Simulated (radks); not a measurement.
Problem. Au IV, 76 electrons, occupied as [Xe] 4f14 5d8. Method: Dirac Kohn-Sham, PW91, spin-unpolarised, spherical densities, finite nucleus; open shells are shared between the two j in proportion to 2j + 1; Fermi nuclear charge, rms radius 5.4371 fm; computed with a radial shooting solver on a logarithmic mesh with Libxc functionals.

Spin-orbit splittings of the eigenvalues, e(l+1/2) - e(l-1/2), with zeta = 2 splitting/(2l+1) and mean radii in bohr:

| shell | occ. | splitting (eV) | zeta (eV) | <r> j=l-1/2 | <r> j=l+1/2 |
|---|---|---|---|---|---|
| 2p | 6 | 1836 | 1224 | 0.05798 | 0.06653 |
| 3p | 6 | 405.1 | 270.1 | 0.1736 | 0.1892 |
| 3d | 10 | 87.08 | 34.83 | 0.1648 | 0.1696 |
| 4p | 6 | 97.18 | 64.79 | 0.4093 | 0.4434 |
| 4d | 10 | 18.10 | 7.240 | 0.4519 | 0.4630 |
| 4f | 14 | 3.816 | 1.090 | 0.4948 | 0.5018 |
| 5p | 6 | 16.79 | 11.19 | 0.9966 | 1.090 |
| 5d | 8 | 1.852 | 0.7408 | 1.409 | 1.454 |
| 6p | 0 | ? | ? | 2.648 | 2.858 |

Estimate the 6p splitting.

Solution. 2.125 eV (zeta = 1.417 eV).
